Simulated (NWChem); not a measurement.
System: MoSiH$_{8}$; SMILES [SiH3][MoH5]

Input file for NWChem:

```
start job
memory heap 200 mb stack 900 mb global 1100 mb
geometry units angstroms
  Mo    -0.037691     0.566432    -0.196770
  H     -1.401028     1.512002    -0.250858
  H      1.205342     1.572845     0.273929
  H     -0.890806    -0.054838    -1.475949
  H      1.180388     0.256631    -1.280694
  H     -0.393073     0.648608     1.414722
  Si     0.117321    -1.820717     0.622440
  H      1.290044    -1.844528     1.583649
  H      0.391745    -2.960410    -0.292449
  H     -1.064046    -2.312810     1.413251
end
basis spherical
  * library def2-svp
end
ecp
  Mo library def2-ecp
end
dft
  xc pbe0
  iterations 150
end
driver
  maxiter 120
end
task dft optimize
dft
  grid fine
  convergence energy 1d-8 density 1d-7
end
task dft freq numerical
```

NWChem printed, in part:

```
             Northwest Computational Chemistry Package (NWChem) 7.3.0
             --------------------------------------------------------

 C1  symmetry detected

                             Geometry "geometry" -> ""
                             -------------------------

 Output coordinates in angstroms (scale by  1.889725989 to convert to a.u.)

  No.       Tag          Charge          X              Y              Z
 ---- ---------------- ---------- -------------- -------------- --------------
    1 Mo                  42.0000    -0.00501732    -0.68248787    -0.00106874
    2 H                    1.0000     0.40452996    -1.67895081    -1.26402106
    3 H                    1.0000     0.60586954    -1.40200691     1.37321846
    4 H                    1.0000    -1.30284500    -0.56332542    -1.02650726
    5 H                    1.0000    -1.26897115    -0.66337542     1.07440316
    6 H                    1.0000     1.58092186    -0.26160352    -0.19499909
    7 Si                  14.0000    -0.00263405     1.84606656    -0.00564151
    8 H                    1.0000     0.75468522     2.25340034     1.24348445
    9 H                    1.0000    -1.25536674     2.64375441     0.06909428
   10 H                    1.0000     0.72878063     2.49166618    -1.15080492

 Effective nuclear repulsion energy (a.u.)     240.9833534695

                                Z-matrix (autoz)
                                --------

 Units are Angstrom for bonds and degrees for angles

[...]

      ----------------------
      Optimization converged
      ----------------------

  Step       Energy      Delta E   Gmax     Grms     Xrms     Xmax
  ---- ---------------- -------- -------- -------- -------- --------
@   13    -362.13052712 -3.0D-07  0.00005  0.00001  0.00060  0.00139
                                     ok       ok       ok       ok

                                Z-matrix (autoz)
                                --------

 Units are Angstrom for bonds and degrees for angles

[...]

 Rotational Constants
 --------------------
 A=   1.000244 cm-1  (  1.439096 K)
 B=   0.105899 cm-1  (  0.152362 K)
 C=   0.105526 cm-1  (  0.151824 K)

 Temperature                      =   298.15K
 frequency scaling parameter      =   1.0000

 Zero-Point correction to Energy  =   39.760 kcal/mol  (  0.063361 au)
 Thermal correction to Energy     =   43.091 kcal/mol  (  0.068671 au)
 Thermal correction to Enthalpy   =   43.684 kcal/mol  (  0.069614 au)

 Total Entropy                    =   72.622 cal/mol-K
   - Translational                =   40.571 cal/mol-K (mol. weight = 133.9450)
   - Rotational                   =   24.471 cal/mol-K (symmetry #  =        1)
   - Vibrational                  =    7.579 cal/mol-K

 Cv (constant volume heat capacity) =   20.031 cal/mol-K
   - Translational                  =    2.979 cal/mol-K
   - Rotational                     =    2.979 cal/mol-K
   - Vibrational                    =   14.073 cal/mol-K

[normal modes left out]

 ----------------------------------------------------------------------------
 Normal Eigenvalue ||           Projected Infra Red Intensities
  Mode   [cm**-1]  || [atomic units] [(debye/angs)**2] [(KM/mol)] [arbitrary]
 ------ ---------- || -------------- ----------------- ---------- -----------
    1       -0.000 ||    0.000405           0.009         0.395       0.069
    2        0.000 ||    0.000297           0.007         0.290       0.051
    3        0.000 ||    0.000003           0.000         0.003       0.000
    4        0.000 ||    0.001297           0.030         1.264       0.221
    5        0.000 ||    0.001931           0.045         1.882       0.329
    6        0.000 ||    0.001105           0.025         1.077       0.188
    7      256.642 ||    0.000124           0.003         0.120       0.021
    8      350.129 ||    0.003456           0.080         3.369       0.589
    9      353.057 ||    0.005927           0.137         5.778       1.010
   10      415.219 ||    0.037452           0.864        36.510       6.380
   11      564.311 ||    0.010572           0.244        10.306       1.801
   12      576.079 ||    0.133712           3.085       130.350      22.779
   13      705.916 ||    0.026969           0.622        26.291       4.594
   14      745.204 ||    0.012131           0.280        11.826       2.067
   15      817.021 ||    0.001157           0.027         1.128       0.197
   16      840.009 ||    0.014794           0.341        14.422       2.520
   17      886.174 ||    0.183505           4.234       178.889      31.262
   18      889.803 ||    0.040074           0.925        39.066       6.827
   19      906.866 ||    0.140809           3.249       137.268      23.988
   20      948.135 ||    0.186691           4.307       181.996      31.805
   21      970.378 ||    0.029053           0.670        28.322       4.949
   22     1044.163 ||    0.055572           1.282        54.174       9.467
   23     1961.899 ||    0.125336           2.892       122.184      21.352
   24     1966.142 ||    0.188432           4.347       183.693      32.101
   25     1968.845 ||    0.163057           3.762       158.956      27.778
   26     2058.833 ||    0.014327           0.331        13.967       2.441
   27     2082.023 ||    0.029913           0.690        29.161       5.096
   28     2156.199 ||    0.093149           2.149        90.807      15.869
   29     2161.605 ||    0.133406           3.078       130.051      22.727
   30     2200.850 ||    0.126332           2.915       123.155      21.522
 ----------------------------------------------------------------------------
```

Level: PBE0/def2-SVP with def2 effective core potentials on Mo. def2 effective core potentials on Mo; no spin-orbit coupling.
